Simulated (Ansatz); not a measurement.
Relaxation of ClH9N3OSTa (16 atoms, charge 0, multiplicity 1), to a largest force component of 0.03 eV/Å in at most 50 steps.

Computed with RKS PBE/def2-SVP (Ansatz 0.2.0).

```xyz
16
Properties=species:S:1:pos:R:3
Ta -0.199 -0.157 0.064
Cl 2.216 -0.681 0.197
O -0.012 -0.342 2.015
H 0.777 -0.718 2.450
N 0.337 0.063 -1.869
H -0.184 0.658 -2.526
H 1.220 -0.233 -2.296
N -1.450 1.381 0.026
H -2.476 1.330 0.036
H -1.122 2.347 0.157
N -1.379 -1.711 -0.159
H -1.714 -2.260 0.641
H -1.592 -2.175 -1.047
S 1.555 2.876 1.244
H 1.121 2.123 2.297
H 2.322 1.817 0.783
```

Q: Where does it end, and by what steps?

A: The run converged. After 9 steps the energy has fallen by 0.081 eV; S14 moved furthest, 0.61 Å. Joined: Ta1–S14 (3.70 → 3.05 Å).

| step | energy less start (eV) | largest force component (eV/Å) | accepted |
| --- | --- | --- | --- |
| 0 | 0.0000 | 0.380 | yes |
| 1 | -0.0154 | 0.192 | yes |
| 2 | -0.0295 | 0.142 | yes |
| 3 | -0.0484 | 0.566 | yes |
| 4 | -0.0636 | 0.414 | yes |
| 5 | -0.0745 | 0.298 | yes |
| 6 | -0.0674 | 0.265 | no |
| 7 | -0.0806 | 0.081 | yes |
| 8 | -0.0811 | 0.053 | yes |
| 9 | -0.0814 | 0.013 | yes |

```xyz
16
Properties=species:S:1:pos:R:3
Ta -0.178 -0.040 0.163
Cl 2.238 -0.821 0.308
O -0.031 -0.341 2.097
H 0.754 -0.769 2.485
N 0.443 0.230 -1.739
H -0.052 0.823 -2.415
H 1.338 -0.084 -2.128
N -1.595 1.362 0.086
H -2.596 1.157 0.002
H -1.451 2.370 0.205
N -1.313 -1.616 -0.153
H -1.694 -2.190 0.608
H -1.510 -2.032 -1.068
S 1.409 2.495 0.786
H 1.342 2.306 2.134
H 2.318 1.467 0.642
```

Whether the end is a true minimum wasn't checked by a vibrational analysis.

The run took 27 s on 4 threads of Intel(R) Xeon(R) CPU @ 2.60GHz (Ice Lake) (shared host), peak memory 0.29 GiB.
